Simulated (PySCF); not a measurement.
## Mayer bond orders and bond lengths

Compound: C₅H₅N₃O.
Atom-mapped SMILES: `[CH3:1][c:2]1[n:3][n:4][cH:5][c:6]([CH:7]=[O:8])[n:9]1` (hydrogens: H10, H11, H12 on C1; H13 on C5; H14 on C7)

Structure used (GFN2-xTB), in Å, numbered top down from 1:
```xyz
14
C5H5N3O angstrom
C     -2.440   -0.406   -0.102
C     -1.061    0.137   -0.174
N     -0.896    1.412   -0.535
N      0.251    1.967   -0.335
C      1.277    1.275    0.107
C      1.175   -0.130    0.118
C      2.341   -1.028    0.206
O      3.486   -0.662    0.158
N     -0.034   -0.672    0.034
H     -2.773   -0.401    0.936
H     -2.456   -1.433   -0.457
H     -3.111    0.218   -0.686
H      2.182    1.806    0.350
H      2.058   -2.084    0.359
```

Bond orders from the PBE0/pcSseg-1 density (PySCF). One conformer (not necessarily the lowest) at the GFN2-xTB geometry, without solvent, vibrations or thermal averaging.

(1) How far do the computed orders between heavy atoms stray from the drawn ones?

(2) Give the Mayer order of every bond between heavy atoms, beside its length.

Answers

(1) The largest departure is 0.266, at C5–C6 (drawn aromatic, 1.234), counting aromatic bonds as 1.5. The bonds drawn aromatic range from 1.23 to 1.47.

(2) 
| bond | drawn as | length (Å) | Mayer order |
| --- | --- | --- | --- |
| C1–C2 | single | 1.484 | 1.035 |
| C2–N3 | aromatic | 1.336 | 1.397 |
| N3–N4 | aromatic | 1.290 | 1.355 |
| N4–C5 | aromatic | 1.314 | 1.472 |
| C5–C6 | aromatic | 1.408 | 1.234 |
| C6–C7 | single | 1.475 | 0.969 |
| C7–O8 | double | 1.202 | 2.030 |
| C6–N9 | aromatic | 1.328 | 1.453 |
| N9–C2 | aromatic | 1.324 | 1.405 |

By pair of heavy elements: C–C: lowest C6–C7 (0.969, 1.475 Å), highest C5–C6 (1.234, 1.408 Å); in 1 of the 3 pairs the longer bond (by over 0.003 Å) has the higher order (by 0.02 or more). C–N: lowest C2–N3 (1.397, 1.336 Å), highest N4–C5 (1.472, 1.314 Å); in 1 of the 6 pairs the longer bond (by over 0.003 Å) has the higher order (by 0.02 or more).

Q: And the bonds to hydrogen?

A: C–H: 0.93 to 0.96 (5 bonds).

Q: Sum the orders of all bonds at each heavy atom with more than one neighbour and set the sums beside the valence in the SMILES.

A: C1 3.875 (drawn 4), C2 3.837 (drawn 4), N3 2.752 (drawn 3), N4 2.827 (drawn 3), C5 3.670 (drawn 4), C6 3.656 (drawn 4), C7 3.932 (drawn 4), N9 2.858 (drawn 3). Orders between atoms that aren't bonded are not in these sums.

Mayer orders depend on the basis set.
